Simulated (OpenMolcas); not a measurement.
**What dynamic correlation does to the levels of Sc2+**

```
Program             : OpenMolcas
Basis               : ANO-RCC-VTZP [6s5p3d2f1g]
Scalar Hamiltonian  : DKH2, point nucleus
Active space        : 1 electron in 9 orbitals (RAS2 3d 4s; RAS3 4p, at most 1 electron)
State averaging     : 2S+1 = 2 even, 6 roots; 2S+1 = 2 odd, 3 roots
Spin-orbit coupling : state interaction with AMFI integrals over the reference wave functions, term energies averaged over their components
```

Methods on the same reference wave functions:
A. RASSCF
B. SS-RASPT2, IPEA 0.25 Eh, imaginary shift 0.1 Eh (closed shells correlated: 3s 3p)

Energies in cm⁻¹ above 3d ²D_3/2, the measured ground level; measured values from Sugar and Corliss, J. Phys. Chem. Ref. Data 9, 473 (1980).

```csv
Level,A,B,Measured
3d ²D_3/2,0.0,0.0,0.0
3d ²D_5/2,195,195,198
4s ²S_1/2,25590,25000,25539
4p ²P°_1/2,58274,61160,
4p ²P°_3/2,58597,61480,
```

Deviations, from unrounded energies. A percentage is the sum of absolute deviations over the sum of measured energies, with the sign that they share, or ± where signs differ.

```csv
Against measurement,Levels,A,B
mean absolute deviation (cm-1),2,27,270
fine structure of the ground term (%),1,-1.4,-1.4
other configurations (%),1,+0.2,-2.1
```

A lies closest to measurement on these levels. The largest miss of A in the table is 4s ²S_1/2, by +51 cm-1. The ranking rests on the paired levels alone, and a cruder setting can come out closer through cancelling errors.

The lowest spin-free term lies below A's lowest term by 0.268 hartree in B.

CASPT2 does not keep the components of a term degenerate, so their means are used; among the terms shown or strongly mixed into the levels shown the widest spread is 110 cm-1 (3d ²D, B). With one active electron the reference holds no correlation, so core polarisation is missing (holds for A). With one active electron, CASPT2 adds the correlation within the correlated inactive shells and between them and that electron, and leaves the splitting within a term as the reference gives it (holds for B). Computed and measured levels are paired by configuration, term and J; levels that our copy of the source lacks, or whose pairing is in doubt (as where it misses far off the trend of its configuration), stay unpaired and out of the deviations. Only configurations of the active space appear.

° marks odd parity.
